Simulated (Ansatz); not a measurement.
Zn₁₀O₁₀⁺. Total charge 1; doublet. Geometry PBE-D4/def2-SVP, that of the neutral singlet; atoms count from 1.

```
atom   x (Å)   y (Å)   z (Å)
 Zn1  -0.609   3.004   0.921
 Zn2   1.000   1.617  -1.470
 Zn3   1.899   2.060   0.987
 Zn4   3.056  -0.470  -1.043
 Zn5  -2.519   0.584   1.047
 Zn6  -0.643   1.098   2.801
 Zn7  -1.389  -1.892   1.509
 Zn8  -1.231  -0.724  -1.649
 Zn9   1.143  -1.685  -2.520
Zn10  -0.685  -3.317  -0.731
 O11   0.719   3.125  -0.378
 O12  -2.113   2.280   1.727
 O13   0.760   2.275   2.440
 O14   0.296   0.162  -2.381
 O15   2.765   1.205  -0.443
 O16   2.894  -1.964  -1.994
 O17  -2.299  -0.849  -0.136
 O18  -1.680  -0.442   2.652
 O19  -0.771  -3.554   1.030
 O20  -0.591  -2.511  -2.370
```

Single mean-field runs in def2-SVP are fitted with def2-universal-jkfit.

**Question.** Estimate the Mulliken populations from the PBE0/def2-SVP orbitals of Ansatz.

**Answer.** 
| atom | charge (e) | spin (α − β) | d electrons |
| --- | --- | --- | --- |
| Zn1 | 0.80 | -0.01 | 9.94 |
| Zn2 | 0.81 | 0.00 | 9.95 |
| Zn3 | 0.84 | -0.01 | 9.95 |
| Zn4 | 0.82 | -0.01 | 9.92 |
| Zn5 | 0.81 | -0.01 | 9.95 |
| Zn6 | 0.82 | -0.02 | 9.95 |
| Zn7 | 0.83 | -0.02 | 9.94 |
| Zn8 | 0.80 | 0.00 | 9.95 |
| Zn9 | 0.82 | -0.01 | 9.95 |
| Zn10 | 0.83 | -0.02 | 9.92 |
| O11 | -0.72 | 0.07 | – |
| O12 | -0.71 | 0.02 | – |
| O13 | -0.71 | 0.13 | – |
| O14 | -0.78 | 0.00 | – |
| O15 | -0.78 | 0.01 | – |
| O16 | -0.64 | 0.24 | – |
| O17 | -0.77 | 0.07 | – |
| O18 | -0.72 | 0.18 | – |
| O19 | -0.62 | 0.34 | – |
| O20 | -0.72 | 0.07 | – |
Mulliken values depend strongly on the basis.

**Question.** Where does the spin sit?

**Answer.** Summed by element: Zn -0.12, O 1.12, of 1 unpaired in all. Largest on single atoms: O19 0.34, O16 0.24, O18 0.18.

**Question.** And the Mayer bond orders between heavy atoms (over 0.3)?

**Answer.** Zn1–O11 0.71 (1.86 Å); Zn1–O12 0.73 (1.85 Å); Zn1–O13 0.34 (2.17 Å); Zn2–O11 0.68 (1.88 Å); Zn2–O14 0.69 (1.86 Å); Zn2–O15 0.41 (2.08 Å); Zn3–O11 0.42 (2.10 Å); Zn3–O13 0.71 (1.86 Å); Zn3–O15 0.62 (1.88 Å); Zn4–O15 0.79 (1.80 Å); Zn4–O16 0.91 (1.78 Å); Zn5–O12 0.74 (1.87 Å); Zn5–O17 0.65 (1.87 Å); Zn5–O18 0.39 (2.08 Å); Zn6–O12 0.39 (2.17 Å); Zn6–O13 0.71 (1.87 Å); Zn6–O18 0.66 (1.86 Å); Zn7–O17 0.39 (2.15 Å); Zn7–O18 0.69 (1.87 Å); Zn7–O19 0.74 (1.84 Å); Zn8–O14 0.64 (1.91 Å); Zn8–O17 0.70 (1.86 Å); Zn8–O20 0.46 (2.03 Å); Zn9–O14 0.46 (2.04 Å); Zn9–O16 0.76 (1.85 Å); Zn9–O20 0.58 (1.93 Å); Zn10–O19 0.86 (1.78 Å); Zn10–O20 0.82 (1.83 Å).
